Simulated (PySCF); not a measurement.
## Be: excitation energy

Be [He] 2s2 (1S) → Be [He] 2p2 (3P), as a difference of total energies. All numbers are calculated (PySCF 2.14, the non-relativistic Hamiltonian (point nucleus), in aug-cc-pCVDZ (5s4p2d, 27 functions)). Correlated levels: valence and next inner shell: nothing frozen. The calculations carry no spin-orbit coupling.

| method | excitation energy (eV) |
| --- | --- |
| UHF | 6.469 |
| MP2 (valence and next inner shell) | 7.048 |
| SCS-MP2 (valence and next inner shell) | 7.291 |
| CCSD (valence and next inner shell) | 7.452 |

Estimate what CCSDT (valence and next inner shell) gives.

7.458 eV, closest to CCSD (valence and next inner shell) among the rows shown.

Estimate what CCSD(T) (valence and next inner shell) gives.

7.458 eV, closest to CCSD (valence and next inner shell) among the rows shown.

Errors of the correlated levels include the incompleteness of this basis.

For comparison: 7.401 eV (measured; NIST levels, between the centres of gravity of the two terms).
